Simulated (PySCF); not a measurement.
Vertical excitation energies

Compound: C5H4NPS.
InChI=1S/C5H4NPS/c1-4-5(2-6)7-3-8-4/h3H,1H3

Theory: PySCF 2.14.0, density-fitted response routines, TDDFT wB97X-D/def2-SVPD, vertical, gas phase, core orbitals frozen in the response. Isolated species at its GFN2-xTB geometry, gas phase.

**Question.** Predict the UV-vis stick spectrum at this level.

**Answer.** 

| state | E (eV) | λ (nm) | f | \|μ\| (D) | main configurations (H = HOMO, L = LUMO) |
| --- | --- | --- | --- | --- | --- |
| S1 | 4.97 | 249.6 | 0.051 | 1.64 | H→L (80%) |
| S2 | 5.06 | 244.8 | 0.0038 | 0.44 | H-1→L (60%), H→L+1 (28%), H→L (9%) |
| S3 | 5.49 | 226.0 | 0.0080 | 0.62 | H-2→L (93%) |
| S4 | 5.67 | 218.5 | 0.052 | 1.56 | H→L+2 (61%), H→L+1 (13%), H-1→L+1 (11%) |
| S5 | 5.71 | 217.2 | 0.122 | 2.38 | H→L+2 (28%), H→L+1 (26%), H-1→L+1 (24%) |
| S6 | 5.97 | 207.7 | 0.364 | 4.01 | H-1→L+1 (48%), H→L+1 (21%), H-1→L (11%) |
| S7 | 6.16 | 201.2 | 0.015 | 0.79 | H-1→L+2 (78%), H-1→L+5 (9%) |
| S8 | 6.23 | 199.1 | 0.0083 | 0.59 | H-2→L+1 (82%) |

Triplets, Tamm–Dancoff:

```csv
state,E (eV),λ (nm),"main configurations (H = HOMO, L = LUMO)"
T1,3.13,395.9,H→L (90%)
T2,3.98,311.4,"H-1→L (41%), H-1→L+1 (36%), H→L+1 (19%)"
T3,4.45,278.4,"H→L+1 (44%), H-1→L (40%)"
```

The lowest singlet lies at 4.97 eV (250 nm, ultraviolet) and is of moderate strength; its leading configuration is HOMO→LUMO (80%). The most intense listed level is S6 at 5.97 eV (208 nm, f = 0.364), 1.00 eV above S1. Löwdin shares by element: HOMO carbon 42% or more, phosphorus 29%, sulfur 15%; LUMO carbon 37% or more, phosphorus 26%, sulfur 22%. Weighted by f, the mean energy of these states is 5.81 eV. The oscillator strengths of these states sum to 0.624; summed over the whole spectrum of an exact calculation they would give the number of electrons, 72 (Thomas–Reiche–Kuhn). The listed states span 1.26 eV, and the widest gap between neighbours is 0.42 eV (S2 to S3). The window holds the lowest 8 singlets.
